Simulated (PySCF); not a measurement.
C$_{2}$H$_{8}$N$_{2}$Sn, singlet, at a GFN2-xTB geometry (such geometries of metal compounds can be far from the true shape) (core potentials on Sn). Base run: DF-PBE/def2-SV(P) in PySCF.

The PySCF input:
```python
from pyscf import gto, scf, dft

mol = gto.M(
    atom='''
Sn    0.192210    0.088000   -0.232559
N     1.908628   -0.891074    0.202515
N     0.621616    1.921072    0.517324
C    -1.614425   -0.569580    0.736004
C    -2.601998   -1.194850    0.129189
H     0.064054   -0.057660   -1.929854
H     1.854462   -1.898542    0.139587
H     2.267174   -0.675973    1.123621
H    -0.020334    2.656044    0.252801
H     1.549933    2.244001    0.279592
H    -1.670692   -0.362845    1.795867
H    -3.486664   -1.513629    0.661887
H    -2.581616   -1.414822   -0.925593
''',
    basis='def2-sv(p)',
    ecp={'Sn': 'def2-sv(p)'},
    charge=0,
    spin=0,
    verbose=4,
    max_memory=1800,
)

mf = dft.RKS(mol)
mf.xc = 'pbe'
mf = mf.density_fit(auxbasis='def2-universal-jkfit')
mf.kernel()
```

All variants below ran on the same shared machine, one core each. Differences are taken from the largest basis of the def2 family in the series, which isn't the basis-set limit (def2-TZVPP: -404.633927 Eh). The cheapest run took roughly 25 core-seconds.

| setting | basis functions | cost, times the cheapest (rough) | difference in total energy (mEh) |
|---|---|---|---|
| def2-SV(P) | 98 | 1 | 279.97 |
| def2-SVP | 122 | 2 | 249.19 |
| def2-TZVP | 222 | 3 | 5.06 |
| def2-TZVPP | 286 | 4 | reference |

Times come from a shared machine, hold the start-up and are rough. Total energies converge more slowly with the basis than energy differences do.
